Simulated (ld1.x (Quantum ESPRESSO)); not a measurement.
How hard is this Be (Z = 4) PAW potential?

Be, PAW, made with ld1.x (Quantum ESPRESSO) 7.5 (LDA (PZ), non-relativistic). Core none, reference 1s2 2s2 2p0. Waves: 1s (bound): rcut 0.95, rcutus 1.00 bohr; 2s (bound): rcut 0.95, rcutus 1.00 bohr; 2p (bound, empty): rcut 4.05, rcutus 4.45 bohr; 2p channel at 3.55 Ry: rcut 4.05, rcutus 4.45 bohr; 3d channel at 0.45 Ry: rcut 3.55, rcutus 4.85 bohr; 3d channel at 0.9 Ry: rcut 3.55, rcutus 4.85 bohr. Local part: all-electron potential smoothed inside 2.10 bohr (lloc = -1). Core correction: none. Augmentation charge: BG, radius 0.80 bohr.

The pseudo-atom Hamiltonian at the reference potential is diagonalised in spherical Bessel functions j_l(qr) that vanish at 20 bohr, with q² up to the cutoff. All-electron valence levels (Ry): 1s -7.7112, 2s -0.4120, 2p -0.1548.

Problem. How do the lowest levels (Ry) of each channel move with the cutoff, and are there ghosts?

Solution.

| cutoff (Ry) | s #1 | s #2 | s #3 | p #1 | p #2 | d #1 | d #2 | f #1 | f #2 | Σ f·Δε (mRy) |
| --- | --- | --- | --- | --- | --- | --- | --- | --- | --- | --- |
| 8 | -6.4348 | -0.2292 | 0.0238 | -0.1548 | 0.0401 | 0.0664 | 0.1552 | 0.1143 | 0.2440 | 2918.5 |
| 12 | -7.0809 | -0.2613 | 0.0202 | -0.1548 | 0.0394 | 0.0664 | 0.1552 | 0.1143 | 0.2440 | 1562.2 |
| 18 | -7.4684 | -0.2846 | 0.0178 | -0.1548 | 0.0392 | 0.0664 | 0.1552 | 0.1143 | 0.2440 | 740.6 |
| 30 | -7.6564 | -0.3041 | 0.0158 | -0.1548 | 0.0392 | 0.0664 | 0.1552 | 0.1143 | 0.2440 | 325.4 |
| 40 | -7.6993 | -0.3201 | 0.0142 | -0.1548 | 0.0392 | 0.0664 | 0.1552 | 0.1143 | 0.2440 | 207.5 |
| 50 | -7.7089 | -0.3390 | 0.0123 | -0.1548 | 0.0392 | 0.0664 | 0.1552 | 0.1143 | 0.2440 | 150.8 |
| 60 | -7.7106 | -0.3597 | 0.0103 | -0.1548 | 0.0392 | 0.0664 | 0.1552 | 0.1143 | 0.2440 | 105.9 |
| 80 | -7.7108 | -0.3969 | 0.0067 | -0.1548 | 0.0392 | 0.0664 | 0.1552 | 0.1143 | 0.2440 | 31.2 |
| 110 | -7.7112 | -0.4113 | 0.0053 | -0.1548 | 0.0392 | 0.0664 | 0.1552 | 0.1143 | 0.2440 | 1.5 |
| 140 | -7.7112 | -0.4115 | 0.0053 | -0.1548 | 0.0392 | 0.0664 | 0.1552 | 0.1143 | 0.2440 | 1.0 |
| 180 | -7.7112 | -0.4119 | 0.0053 | -0.1548 | 0.0392 | 0.0664 | 0.1552 | 0.1143 | 0.2440 | 0.2 |
| 400 | -7.7112 | -0.4120 | 0.0053 | -0.1548 | 0.0392 | 0.0664 | 0.1552 | 0.1143 | 0.2440 | 0.0 |

Result: no extra level below or beside the all-electron valence levels (s, p, d, f tested); 10 mRy is reached at 90 Ry and 1 mRy at 140 Ry.

Test run stopped at test 1 of 9 (negative rho).
